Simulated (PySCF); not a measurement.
C₆H₃FO.
Geometry (GFN2-xTB, Å), atoms numbered from 1 in this order:
```
atom  x, y, z in Å
C1     2.9522    0.3032    0.0776
C2     1.7589    0.1577    0.0710
C3     0.3688    0.0202    0.0283
C4    -0.5593   -0.7349    0.6567
F5    -0.4934   -1.6686    1.5895
C6    -1.7673   -0.1857   -0.0458
C7    -0.7047    0.6810   -0.7686
O8    -0.7565    1.5207   -1.6117
H9     3.9944    0.4217    0.0921
H10   -2.4758    0.3677    0.5702
H11   -2.3118   -0.8804   -0.6851
```

Computed, not measured: PySCF 2.14.0, density-fitted response routines, TDDFT CAM-B3LYP/def2-SVPD, vertical, gas phase, core orbitals frozen in the response.

| state | E (eV) | λ (nm) | ν̃ (cm⁻¹) | f | symmetry | main configurations (H = HOMO, L = LUMO) |
| --- | --- | --- | --- | --- | --- | --- |
| S1 | 4.29 | 288.9 | 34620 | 0.0000 | – | H-1→L (76%), H-1→L+1 (16%) |
| S2 | 5.40 | 229.5 | 43580 | 0.0003 | – | H-1→L+1 (46%), H-2→L (33%), H-1→L (16%) |
| S3 | 5.41 | 229.0 | 43670 | 0.187 | A′ | H→L (89%) |
| S4 | 6.12 | 202.5 | 49380 | 0.0002 | – | H→L+3 (74%), H→L+2 (11%) |
| S5 | 6.21 | 199.6 | 50110 | 0.084 | A′ | H→L+1 (73%), H-1→L+3 (10%) |
| S6 | 6.37 | 194.8 | 51340 | 0.0004 | – | H-2→L (51%), H-1→L+1 (27%), H-2→L+1 (11%) |
| S7 | 6.88 | 180.1 | 55530 | 0.0014 | – | H→L+2 (82%), H→L+3 (11%) |
| S8 | 7.15 | 173.5 | 57630 | 0.023 | A′ | H-1→L+2 (84%) |

Triplets, Tamm–Dancoff:

| state | E (eV) | λ (nm) | main configurations (H = HOMO, L = LUMO) |
| --- | --- | --- | --- |
| T1 | 3.41 | 363.1 | H→L (90%) |
| T2 | 3.87 | 320.7 | H-1→L (67%), H-1→L+1 (23%) |
| T3 | 5.05 | 245.4 | H-1→L+1 (34%), H-2→L (31%), H-1→L (18%) |

The lowest singlet lies at 4.29 eV (289 nm, ultraviolet) and is dark (f under 0.0005); its leading configuration is HOMO-1→LUMO (76%). The strongest level in the table is S3 at 5.41 eV (229 nm, f = 0.187). Löwdin shares by element: HOMO carbon 76% or more (atoms not listed hold the other 24%); LUMO carbon 47% or more, oxygen 10%, fluorine 10% (atoms not listed hold the other 32%). The listed states span 2.85 eV, and the widest gap between neighbours is 1.11 eV (S1 to S2). Of the 8 states listed, 3 reach f = 0.01 and 4 stay under 0.0005. Orbital energies (eV): HOMO-3 -11.48, HOMO-2 -10.36, HOMO-1 -9.10, HOMO -8.89, LUMO -0.70, LUMO+1 0.69, LUMO+2 0.90. Symmetry labels in Cs follow from the direction of the transition dipole and are given only for states with f of 0.002 or more. Singlets were solved by full linear response, triplets in the Tamm–Dancoff approximation.
